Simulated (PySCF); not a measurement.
## Fractional electron number in Sr²⁺ (strontium, charge +2)

The 4p beta orbital of [Kr] is emptied in steps (occupation f), with all orbitals relaxed, ending at [Ar] 3d10 4s2 4p5. Computed with PySCF 2.14 in x2c-TZVPall, with scalar relativity by spin-free X2C-1e. The exact energy is a straight line in f; departures are measured from the line between the end points of the same method.

```csv
f,UHF (eV),LDA (eV),PBE (eV),PBE0 (eV),r2SCAN (eV),LC-wPBE (eV),BHandHLYP (eV),wB97X (eV),B3LYP (eV),TPSS (eV)
1,0.000,0.000,0.000,0.000,0.000,0.000,0.000,0.000,0.000,0.000
0.75,0.183,-1.254,-1.214,-0.868,-1.134,-0.313,-0.538,-0.379,-0.955,-1.189
0.5,0.240,-1.673,-1.615,-1.153,-1.490,-0.412,-0.719,-0.509,-1.273,-1.580
0.25,0.177,-1.255,-1.207,-0.860,-1.099,-0.305,-0.541,-0.388,-0.954,-1.178
0,0.000,0.000,0.000,0.000,0.000,0.000,0.000,0.000,0.000,0.000
```

| method | E(f=0) − E(f=1) (eV) | −ε at f=1 (eV) | −ε at f=0.5 (eV) |
| --- | --- | --- | --- |
| UHF | 42.087 | 43.082 | 42.071 |
| LDA | 43.345 | 36.669 | 43.343 |
| PBE | 43.013 | 36.533 | 43.032 |
| PBE0 | 43.130 | 38.489 | 43.151 |
| r2SCAN | 43.260 | 37.153 | 43.358 |
| LC-wPBE | 43.143 | 41.461 | 43.161 |
| BHandHLYP | 43.077 | 40.213 | 43.069 |
| wB97X | 43.021 | 41.009 | 42.997 |
| B3LYP | 43.160 | 38.070 | 43.162 |
| TPSS | 43.110 | 36.759 | 43.137 |

Orbital energy along the path (eV):

```json
{"f": "1", "UHF": "-43.082", "LDA": "-36.669", "PBE": "-36.533", "PBE0": "-38.489", "r2SCAN": "-37.153", "LC-wPBE": "-41.461", "BHandHLYP": "-40.213", "wB97X": "-41.009", "B3LYP": "-38.070", "TPSS": "-36.759"}
{"f": "0.75", "UHF": "-42.563", "LDA": "-39.996", "PBE": "-39.785", "PBE0": "-40.826", "r2SCAN": "-40.293", "LC-wPBE": "-42.320", "BHandHLYP": "-41.638", "wB97X": "-42.003", "B3LYP": "-40.614", "TPSS": "-39.951"}
{"f": "0.5", "UHF": "-42.071", "LDA": "-43.343", "PBE": "-43.032", "PBE0": "-43.151", "r2SCAN": "-43.358", "LC-wPBE": "-43.161", "BHandHLYP": "-43.069", "wB97X": "-42.997", "B3LYP": "-43.162", "TPSS": "-43.137"}
{"f": "0.25", "UHF": "-41.603", "LDA": "-46.695", "PBE": "-46.252", "PBE0": "-45.444", "r2SCAN": "-46.255", "LC-wPBE": "-43.973", "BHandHLYP": "-44.510", "wB97X": "-44.020", "B3LYP": "-45.707", "TPSS": "-46.286"}
{"f": "0", "UHF": "-41.156", "LDA": "-50.028", "PBE": "-49.417", "PBE0": "-47.688", "r2SCAN": "-49.043", "LC-wPBE": "-44.742", "BHandHLYP": "-45.982", "wB97X": "-45.161", "B3LYP": "-48.246", "TPSS": "-49.339"}
```

Reference removal energy between the ground levels: 42.884 eV (measured; NIST Atomic Spectra Database, ionization energies). The calculation has no spin-orbit coupling. UHF lacks correlation.
